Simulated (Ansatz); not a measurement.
Start from `NB(N)Cl` and change one element to get `NB(N)Br`.

Ansatz, PBE0-D4/def2-TZVP geometries, multiplicity 1. Each molecule was computed in one conformer, which needn't be the lowest.

Scalar relativity is left out up to krypton.

| property | `NB(N)Cl` |
| --- | --- |
| zero-point energy (PBE0-D4/def2-TZVP) / kJ/mol | 155.6 |
| HOMO energy (B3LYP/def2-TZVPP) / eV | -7.09 |
| LUMO energy (PBE/def2-TZVPP) / eV | -0.05 |
| HOMO–LUMO gap (B3LYP/def2-TZVPP) / eV | 7.46 |
| HOMO energy (PBE/def2-TZVPP) / eV | -5.90 |
| HOMO–LUMO gap (ωB97M-V/def2-TZVPP) / eV | 11.73 |

(1) What does the change do to each property? (Estimate.)

Results:

(1) The calculation gave: 
```csv
property,`NB(N)Br`,shift
zero-point energy (PBE0-D4/def2-TZVP) / kJ/mol,154.4,-1.2
HOMO energy (B3LYP/def2-TZVPP) / eV,-7.18,-0.09
LUMO energy (PBE/def2-TZVPP) / eV,-0.12,-0.07
HOMO–LUMO gap (B3LYP/def2-TZVPP) / eV,7.49,0.03
HOMO energy (PBE/def2-TZVPP) / eV,-6.00,-0.10
HOMO–LUMO gap (ωB97M-V/def2-TZVPP) / eV,11.76,0.03
```

B3LYP here is the variant with VWN-RPA as its local correlation; programs differ in this.

Spin–orbit coupling is left out; it splits and shifts lone-pair levels of the heavy atoms by tenths of an eV.
